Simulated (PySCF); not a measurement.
1-ethenylcyclopropan-1-amine (C5H9N), SMILES C(C1(CC1)N)=C.

Geometry optimised at PBE0-D3(BJ)/def2-SVP. One conformer was computed; it need not be the lowest.

Two levels are set side by side: TDA-PBE/def2-SVPD (PySCF) and TDA-LC-ωPBE/def2-SVPD (PySCF). Vertical, same geometry. The lowest singlet is HOMO→LUMO 83 %, HOMO−1→LUMO 15 % with PBE and HOMO→LUMO 55 %, HOMO→LUMO+3 13 % with the other functional; states are paired by order. Differences are taken from unrounded values.

```
quantity                               TDA-LC-ωPBE  TDA-PBE  TDA-PBE minus TDA-LC-ωPBE
-------------------------------------  -----------  -------  -------------------------
lowest singlet excitation (eV)                6.89     4.97                      -1.91
lowest triplet excitation (TDA) (eV)          4.14     4.22                       0.09
first bright state (f over 0.05) (eV)         7.09     6.78                      -0.31
its oscillator strength                       0.34     0.07                      -0.27
```

Functionals without exact exchange tend to place singlet excitations lower, as here. Differences between two approximate levels are no errors against the true value.

Rough cost on one machine, each run with all the roots and properties that it gave: TDA-LC-ωPBE against TDA-PBE about 3 times.
